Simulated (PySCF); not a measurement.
**CaTe and its ions**

PBE; basis Ca def2-SVP, Te def2-SVP with ECP28; scalar-relativistic core potentials; PySCF 2.14. Neutral (UKS): singlet (closed shell), Re = 2.659 Å, ωe = 300 cm⁻¹, De = 2.97 eV, HOMO -3.84 eV, LUMO -2.96 eV.

CaTe⁺ (UKS): doublet (π ↑), Re = 2.807 Å, ωe = 256 cm⁻¹, De = 2.57 eV to Ca⁺ + Te. The energies at the minima are -945.31475 hartree for CaTe and -945.07431 for CaTe⁺.

Question: Work out the adiabatic ionisation energy, without and with harmonic zero-point energies (1 hartree = 27.2114 eV, 1 eV = 8065.5 cm⁻¹), and the change of the bond length.

Answer: At PBE: 0.24044 hartree = 6.543 eV between the minima; the zero-point term (256.0 − 300.0)/2 cm⁻¹ = -0.003 eV makes it 6.540 eV. Re changes by +14.8 pm against the neutral. Minus the HOMO energy is 3.84 eV, -2.70 eV from the value between the minima; self-interaction puts the Kohn–Sham level too high, less so with exact exchange. The electron leaves a π orbital; in so polar a molecule the change of length follows mostly from the change of the ionic charges.

Spin–orbit coupling is left out, which matters for elements this heavy, above all for dissociation energies. For an ion De counts to the pair picked by the measured ionisation energies or electron affinities, which need not be the lowest pair at this level. States were picked by a PBE0 search and need not be the measured ground states.
